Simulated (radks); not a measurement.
Question: These are the eigenvalues of the occupied orbitals of an atom or ion with whole-number occupations (hartree). Method: Dirac Kohn-Sham, PBEsol, spin-unpolarised, spherical densities, point nucleus; computed with a radial shooting solver on a logarithmic mesh with Libxc functionals.

1s1/2: -520.1872
2s1/2: -68.87302
2p1/2: -62.29666
2p3/2: -60.32065
3s1/2: -10.11493
3p1/2: -7.79356
3p3/2: -7.50259
3d3/2: -3.45336
3d5/2: -3.40545
4s1/2: -1.24711
4p1/2: -0.73512
4p3/2: -0.70858

Which element is it, and in what charge state? The configuration may be excited. Open shells, if any, fill j = l - 1/2 first.

Answer: Z = 36, krypton, charge +1: Kr+ in [Ar] 3d10 4s2 4p5. The list shows which subshells hold electrons but not how many an open one holds; the 1s level, -520.19 hartree, gives Z - s = 32.3 by -(Z - s)^2/2, which with screening and relativity narrows Z to a few neighbours, and the depths of the outer levels then fix element, charge and occupations together.
